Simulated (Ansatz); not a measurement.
H4GaNO2 (SMILES [NH2][Ga]([OH])[OH]), singlet, at a GFN2-xTB geometry (such geometries of metal compounds can be far from the true shape); R2SCAN/pcseg-2 run with Ansatz (an electronic-structure program).

Here is a job for Ansatz.
Ansatz 0.2 input:
```yaml
crystal:
  periodic: [false, false, false]
  atoms:
    - {symbol: Ga, position_ang: [0.00384986, -0.00406170, -0.00878331]}
    - {symbol: O, position_ang: [-1.35378592, -1.00093426, -0.46601304]}
    - {symbol: H, position_ang: [-1.57466867, -1.81752035, -0.02465931]}
    - {symbol: O, position_ang: [0.11948598, 1.52672781, -0.82474291]}
    - {symbol: H, position_ang: [-0.57828723, 1.74877212, -1.44145164]}
    - {symbol: N, position_ang: [1.19609028, -0.41073246, 1.33544227]}
    - {symbol: H, position_ang: [1.98523465, 0.22512920, 1.36271264]}
    - {symbol: H, position_ang: [1.55014316, -1.36168939, 1.35363275]}
basis:
  gaussian:
    orbitals: pcseg-2
hamiltonian:
  xc: r2scan
```

Task: What does Ansatz print? Leave out banner, timings and long lists.

Result: 
```
Functional definition: r2SCAN
1046 factors; their error is unknown
mean field evaluation 1: about -58009.0943 eV, gradient 1.1e2 eV
mean field evaluation 2: about -57949.2285 eV, gradient 2.0e2 eV
mean field evaluation 4: about -58029.5270 eV, gradient 1.5e1 eV
mean field evaluation 8: about -58029.9364 eV, gradient 2.7e-1 eV
mean field evaluation 16: about -58029.8981 eV, gradient 1.1e-4 eV
mean field -58029.89812912 eV, -2132.5594221674 hartree, gradient 3.5e-5 eV, S^2 0.000000; 0 other end points of the search recorded, 0 dependent functions left out
reference -58029.89814447 eV, -2132.5594227317 hartree; 29, 29 occupied and 160, 160 virtual orbitals, 1046 factors
Total energy: -58029.89814447 eV, -2132.5594227317 hartree
```
